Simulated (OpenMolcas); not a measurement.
## d5 ions of charge +3 down a group on the Cd site of KCdF3

```json
{
  "Program": "OpenMolcas",
  "Method": "SS-CASPT2, IPEA 0.25 Eh, imaginary shift 0.1 Eh",
  "Spin-orbit coupling": "RASSI with atomic mean-field integrals over the reference wave functions"
}
```

The d shell is active; CASPT2 correlates the ligand valence shells and the outer metal core. Each dopant is a cluster with its nearest anions in model potentials and point charges, with no relaxation and no local charge compensation. Distances were set from a Shannon-type radius of the metal (high-spin where two are listed) plus a fixed donor radius (F 1.31 Å), in hosts weighted 0.65 to 0.35 with the host's distance in the model lattice. Ligand basis ANO-RCC-VDZP, DKH2 Hamiltonian. States (labels of O, the rotations of Oh). Energies in cm-1 above the lowest state or level, χT in cm3 K/mol; under a threefold ground state the first gap can be a small split of the lowest multiplet, not the spin-orbit step; 10Dq and B are least-squares fits to the states below 45000 cm-1, weighted by degeneracy, with a free offset, and given where the rms deviation is under 5 % of |10Dq| (or 100 cm-1) and under 700 cm-1. Spin-only χT is S(S+1) / 2 for the spin of the ground state.

```tsv
Ion	Shell	R (Å)	Metal basis	Ground state	First state of that spin	10Dq	B (rms of fit)	First gap with spin-orbit (degeneracies)	χT at 300 K	First state of another spin	Spin-only χT
Fe3+	3d5	2.024	ANO-RCC-VTZP	6A1				20310 (6, 2)	4.384	4T1 20460	4.375
Ru3+	4d5	2.046	ANO-RCC-VTZP	2T2	2A2 17280	21024	567 (481)	2000 (2, 4)	0.658	4T1 9880	0.375
```

Below the highest spin of the shell: Ru3+. χT departs most from the spin-only value for Ru3+, by +0.283 cm3 K/mol.

Roots that are degenerate in the reference are averaged as groups; the widest CASPT2 spread within a group is 490 cm-1 (the 3-fold group of multiplicity 2 near 26300 cm-1 above the lowest state of its run, Ru3+). Shifts and gaps below about the spread of the groups concerned are not significant. Over all roots computed the reference weight is 0.70 to 0.73 in Fe3+, 0.71 to 0.72 in Ru3+; a low but even weight reflects the number of correlated electrons. Ligand-to-metal charge-transfer states are missing. With no ligand orbital active B as a rule stays too high, so bands that hang on it stand too high and its fall with covalency is understated. With one d shell and no ligand orbital active, 10Dq can be off by a tenth or more. These CASPT2 states fit no ligand-field parameters well, so their order and spin gaps are uncertain (holds for Fe3+). Free-ion shares, where given, are those of the reference states; single-state CASPT2 does not remix them (holds for Fe3+). An orbital triplet at a regular site is open to Jahn-Teller coupling, which can distort the site and quench the lowest spin-orbit gaps and is left out (holds for Ru3+). This shell can be high or low spin here, a state of another spin lies low, and with metal d orbitals alone active their balance is uncertain, so the ground spin may be wrong, although the usual error favours high spin (holds for Ru3+). No measured value stands beside these numbers; the geometry was set by hand and not optimised.
